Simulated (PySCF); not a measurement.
Species: C₂H₅NO₃Si.
Numbering: `[CH3:1][O:2][Si:3]([OH:4])([OH:5])[C:6]#[N:7]` (hydrogens: H8, H9, H10 on C1; H11 on O4; H12 on O5)

Cartesian coordinates in Å at the PBE0-D3(BJ)/def2-SVP level; atoms count from 1:
```
atom  x, y, z in Å
C1     1.932    0.034    0.042
O2     0.776   -0.726    0.300
Si3   -0.768   -0.208    0.269
O4    -1.038    0.892    1.448
O5    -1.809   -1.460    0.418
C6    -1.030    0.612   -1.385
N7    -1.166    1.120   -2.418
H8     2.788   -0.652   -0.032
H9     2.127    0.750    0.857
H10    1.852    0.592   -0.907
H11   -1.929    1.234    1.564
H12   -1.699   -2.217   -0.164
```

Computed with PBE0-D3(BJ)/def2-SVP geometry optimisation, gas phase in PySCF 2.14.0.

Take the most abundant isotopes and a rigid rotor. The values belong to one conformer with, in the numbering `[CH3:1][O:2][Si:3]([OH:4])([OH:5])[C:6]#[N:7]`, C1–O2–Si3–O4 -65°, O2–Si3–O4–H -176°, O2–Si3–O5–H -51°.

(1) What are A, B and C (cm⁻¹)?

(2) Classify the top.

(3) Is it planar, by Δ = Ic − Ia − Ib?

(4) Which types of transition are allowed, and where do some lines up to J = 2 fall?

(5) Estimate the classical rotational partition function at 100 K, 200 K and 298.15 K.

## Answers

(1) Ia = 221.52, Ib = 247.18, Ic = 335.74 u·Å²; 505379 MHz·u·Å²/I gives 2281, 2045 and 1505 MHz, that is A = 0.07610, B = 0.06820, C = 0.05021 cm⁻¹.

(2) An asymmetric top: κ = (2 × 2045 − 2281 − 1505)/(2281 − 1505) = 0.39.

(3) Not planar: Δ = Ic − Ia − Ib = -132.96 u·Å². For a rigid frame Δ = −2 Σ m c², so Σ m c² = 66.48 u·Å² lies off the ab plane: 9.00 from hydrogen and 57.48 from heavier atoms. The atom farthest from that plane is 1.95 Å away.

(4) The dipole components are |μa| = 1.54 D, |μb| = 0.96 D, |μc| = 0.31 D. The squared components, which scale the intensities, stand as 1.00 : 0.39 : 0.04 (a : b : c). Some of the stronger lines:

```csv
type,branch,"J(Ka,Kc)",MHz,lower level (cm⁻¹)
a,Q,"2(2,0) ← 2(2,1)",365,0.423
a,Q,"1(1,0) ← 1(1,1)",539,0.126
c,Q,"2(2,1) ← 2(1,1)",711,0.399
b,Q,"1(1,0) ← 1(0,1)",776,0.118
b,Q,"2(2,0) ← 2(1,1)",1076,0.399
a,Q,"2(1,1) ← 2(1,2)",1618,0.345
b,Q,"2(1,1) ← 2(0,2)",1680,0.343
b,Q,"2(2,1) ← 2(1,2)",2329,0.345
a,R,"1(0,1) ← 0(0,0)",3550,0.000
b,R,"1(1,1) ← 0(0,0)",3787,0.000
c,R,"1(1,0) ← 0(0,0)",4326,0.000
b,R,"2(0,2) ← 1(1,1)",6498,0.126
a,R,"2(1,2) ← 1(1,1)",6560,0.126
a,R,"2(0,2) ← 1(0,1)",6735,0.118
b,R,"2(1,2) ← 1(0,1)",6797,0.118
a,R,"2(1,1) ← 1(1,0)",7639,0.144
b,R,"2(2,1) ← 1(1,0)",8350,0.144
c,R,"2(1,1) ← 1(0,1)",8415,0.118
c,R,"2(2,0) ← 1(1,0)",8715,0.144
c,R,"2(2,1) ← 1(1,1)",8889,0.126
b,R,"2(2,0) ← 1(1,1)",9254,0.126
```

(5) Point group C1, symmetry number σ = 1; q = (√π/σ)·√((kT/h)³/(ABC)), k/h = 20836.6 MHz/K: 63600 at 100 K, 180000 at 200 K, 328000 at 298.15 K.

Not checked by PBE0-D3(BJ)/def2-SVP frequencies. Constants of a rigid frame at the computed geometry: no zero-point averaging, no centrifugal distortion. A rigid rotor knows nothing of internal rotation, which can split or shift real lines. Quadrupole hyperfine structure (14N) is left out.

On one thread of an Arm Neoverse V1, shared host with 32 logical CPUs at a one-minute load of 27, this took 96 s wall and 0.50 GiB of memory at its peak. This is the geometry optimisation.
